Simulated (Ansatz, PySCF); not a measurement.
Dimer: CH5N (SMILES CN) (first 7 atoms) with CH2O2 (SMILES O=CO); geometry from B3LYP-D3(BJ)/def2-TZVP.
(charge 0, multiplicity 1):
```tsv
atom	x (Å)	y (Å)	z (Å)
C	-0.2824	0.2170	0.0966
N	0.8015	-0.5139	0.7701
H	0.0400	1.2408	-0.0934
H	-1.1417	0.2460	0.7650
H	-0.5908	-0.2333	-0.8514
H	1.6234	-0.5802	0.1808
H	0.5002	-1.4576	0.9896
O	-0.9805	-0.8033	3.3254
C	-0.1803	-0.0652	3.8510
O	0.8927	0.4508	3.2791
H	-0.2669	0.2651	4.8971
H	0.9479	0.1154	2.3150
```

Interaction energies are E(AB) − E(A) − E(B) at the monomers' geometry in the complex; basis-set methods are counterpoise corrected. Rows marked so take none.

Correlated levels freeze the cores. Rows in 3-21G carry no dispersion term and start afresh at each structure.

Codes used: Ansatz (an electronic-structure program) with Gaussian orbitals; PySCF for 3-21G rows, the dispersion terms. Each number belongs to the level named beside it.

One of these levels gives -21.46 kcal/mol for the interaction energy. Which one is it?
(A) HF/3-21G (no counterpoise)
(B) CCSD/aug-cc-pVDZ
(C) BLYP-D4/def2-TZVPPD

A, HF/3-21G (no counterpoise). The others give -14.70 (BLYP-D4/def2-TZVPPD), -12.15 (CCSD/aug-cc-pVDZ)
